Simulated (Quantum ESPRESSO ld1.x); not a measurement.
The numbers below are computed, except where a source is named.
ld1.x (Quantum ESPRESSO 7.5) input

```
 &input
    atom='Te',
    iswitch=1,
    rel=0,
    lsd=1,
    dft='SLA-VWN',
    config='[Ne] 3s2',
    prefix='ld1',
    max_out_wfc=37,
    file_charge='ld1.rho',
 /
```

Command: `OMP_NUM_THREADS=1 ld1.x < ld1.in > ld1.out`

It prints (banner and zero overlaps left out):

```
     Program LD1 v.7.5 starts

     --------------------------- All-electron run ----------------------------

     atomic number is 52.00
     dft =SLA-VWN   lsd =1 sic =0 latt =0  beta=0.20 tr2=1.0E-14
     Exchange-correlation= SLA-VWN
                           (   1   2   0   0   0   0   0)
     mesh =1945 r(mesh) =  99.55958 a.u. xmin = -7.00 dx = 0.00800
     1 Ry =  13.60569312 eV

     n l     nl                  e(Ry)          e(Ha)          e(eV)
     1 0     1S 1( 1.00)     -2417.2790     -1208.6395    -32888.7562
     2 0     2S 1( 1.00)      -508.6714      -254.3357     -6920.8266
     2 1     2P 1( 3.00)      -490.8826      -245.4413     -6678.7976
     3 0     3S 1( 1.00)      -207.6872      -103.8436     -2825.7280
     1 0     1S 2( 1.00)     -2417.2790     -1208.6395    -32888.7562
     2 0     2S 2( 1.00)      -508.6714      -254.3357     -6920.8266
     2 1     2P 2( 3.00)      -490.8826      -245.4413     -6678.7976
     3 0     3S 2( 1.00)      -207.6872      -103.8436     -2825.7280

     final scf error:  4.2E-16 reached in  12 iterations

     Etot =  -10349.981790 Ry,   -5174.990895 Ha, -140818.676066 eV
     Total magnetization:    0.00 Bohr mag.

     Ekin =   10347.656769 Ry,    5173.828385 Ha,  140787.042543 eV
     Encl =  -21720.779530 Ry,  -10860.389765 Ha, -295526.260681 eV
     Eh   =    1193.383939 Ry,     596.691969 Ha,   16236.815649 eV
     Exc  =    -170.242968 Ry,     -85.121484 Ha,   -2316.273577 eV

     normalization and overlap integrals

     s(1S/1S) =  1.000000  <r> =   0.0292  <r2> =    0.0011  r(max) =   0.0194
     s(2S/2S) =  1.000000  <r> =   0.1238  <r2> =    0.0179  r(max) =   0.1065
     s(2P/2P) =  1.000000  <r> =   0.1053  <r2> =    0.0134  r(max) =   0.0831
     s(3S/3S) =  1.000000  <r> =   0.2944  <r2> =    0.0984  r(max) =   0.2805
     s(1S/1S) =  1.000000  <r> =   0.0292  <r2> =    0.0011  r(max) =   0.0194
     s(2S/2S) =  1.000000  <r> =   0.1238  <r2> =    0.0179  r(max) =   0.1065
     s(2P/2P) =  1.000000  <r> =   0.1053  <r2> =    0.0134  r(max) =   0.0831
     s(3S/3S) =  1.000000  <r> =   0.2944  <r2> =    0.0984  r(max) =   0.2805

     ------------------------ End of All-electron run ------------------------
```

Run on one thread of a shared host, so times are rough (Intel(R) Xeon(R) Processor @ 2.60GHz): 0.56 s of CPU time, 0.62 s wall, 12 iterations on 1945 mesh points.
